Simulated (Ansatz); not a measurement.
Two structures of SnH₅SeF, closed shell, reached by relaxing down either side of one saddle point (PBE0-D4/def2-TZVP). Energies are electronic, without zero-point energy. Ansatz 0.2.0; basis: def2-TZVPP and def2-QZVPP; cores frozen in the correlated methods. Filled d shells of the heavier atoms are correlated. Core potentials replace the inner electrons of the atoms past krypton. The def2 sets are not built for correlating such inner shells, so the correlated values are less sure here. Extrapolation: Hartree–Fock as exp(−7.88 √X), correlation as X^−2.97. First:

Sn1  (-0.976, -1.050, 0.031)
F2  (0.600, -0.914, 1.149)
H3  (-0.392, -1.385, -1.528)
H4  (-1.824, -2.352, 0.731)
H5  (-1.773, 0.440, 0.198)
H6  (1.759, 0.802, 0.281)
Se7  (1.644, 1.734, -0.850)
H8  (0.961, 2.725, -0.011)
(Å)

Second:

```tsv
atom	x (Å)	y (Å)	z (Å)
Sn1	-1.0233	-0.2948	-0.5044
F2	2.0599	-1.0923	1.1776
H3	-0.4696	-1.5566	-1.4958
H4	-1.3021	-0.7741	1.1005
H5	-2.3945	0.4675	-1.1701
H6	1.8977	-0.2710	0.7532
Se7	0.8940	1.3995	-0.5065
H8	0.3379	2.1217	0.6455
```

(1) Which bonds change from the first to the second?

(2) Give the saddle point's structure and its height above each. (Judge from chemistry; the value comes from the calculation.)

T1 diagnostic: at most 0.013.

## Answers

(1) SnH₃F ([F][SnH3]) + H₂Se → SnH₄Se ([SeH][SnH3]) + HF; bonds formed: Sn1–Se7, F2–H6; bonds broken: Sn1–F2, H6–Se7.

(2) Computed: 17.58 kcal/mol above the first and 26.42 kcal/mol above the second (CCSD(T) at an estimated basis limit (MP2 extrapolated from triple and quadruple zeta, plus CCSD(T) − MP2 in triple zeta)).
```csv
atom,x (Å),y (Å),z (Å)
Sn1,-0.7686,-0.6627,-0.1653
F2,0.9454,-0.6805,1.1366
H3,-0.4384,-1.3016,-1.7043
H4,-1.2972,-1.9155,0.8748
H5,-1.8528,0.6413,-0.0339
H6,1.4163,0.2137,0.5321
Se7,1.3159,1.3532,-0.7539
H8,0.6793,2.3520,0.1139
```

Exchanges of this kind with a chalcogen hydride build sulfide and selenide films.

Labels in which every atom is bracketed show which atoms are joined, not bond orders.

For scale, one of the runs: CCSD(T)/def2-TZVPP, 199 basis functions, launched by `ansatz run in.yaml --threads 4 --pin off --events-out ev --progress --plain --max-ram 9574MiB`. Hardware: 4 CPU threads of an Arm Neoverse V1, shared host. Wall time 2.2 min; peak host memory 2.8 GiB.
